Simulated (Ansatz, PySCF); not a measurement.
System: SrF2 (charge 0, singlet). SMILES: [F][Sr][F]
Coordinates optimised at B3LYP-D3(BJ)/def2-TZVP (Ansatz, a quantum-chemistry and plane-wave program):
```
Sr
F 1 2.1388
F 1 2.1388 2 129.77
```

Wanted: vertical triplet-singlet gap, E(triplet) - E(singlet), in eV. Set-up: no dispersion term unless named; spin-orbit terms left out; each state is the SCF solution reached for its charge and spin; LANL2DZ with its own core potentials from Na on; 6-31G* and kin with 6d, 5d where marked; STO-3G and 3-21G all-electron and non-relativistic; def2 sets with scalar-relativistic core potentials past Kr; UHF or UKS for open shells. First-principles rows: single points at B3LYP-D3(BJ) geometries (Ansatz). Levels can end on unlike triplets.

| level | program | vertical triplet-singlet gap, E(triplet) - E(singlet) (eV) |
|---|---|---|
| HF/6-31G* with LANL2DZ past Ar | Ansatz | 4.20 |
| PBE/6-31G* with LANL2DZ past Ar | Ansatz | 3.30 |
| B3LYP/STO-3G | Ansatz | 2.36 |
| B3LYP/3-21G | Ansatz | 2.96 |
| B3LYP/6-31G* with LANL2DZ past Ar | Ansatz | 3.80 |
| M06-2X/6-31G* with LANL2DZ past Ar (5d) | PySCF | 4.69 |
| M06-2X/def2-TZVPD | PySCF | 6.34 |

No value to compare with is used here. The 6 habitual levels span 2.36 (B3LYP/STO-3G) to 4.69 eV (M06-2X/6-31G* with LANL2DZ past Ar (5d)); M06-2X/def2-TZVPD gives 6.34.

The levels are drawn from those run, B3LYP/6-31G* more often than the rest, none by its result; left out are runs that failed, that the program found above a lower state of the same kind, or whose <S^2> lies over 0.5 above the pure value.
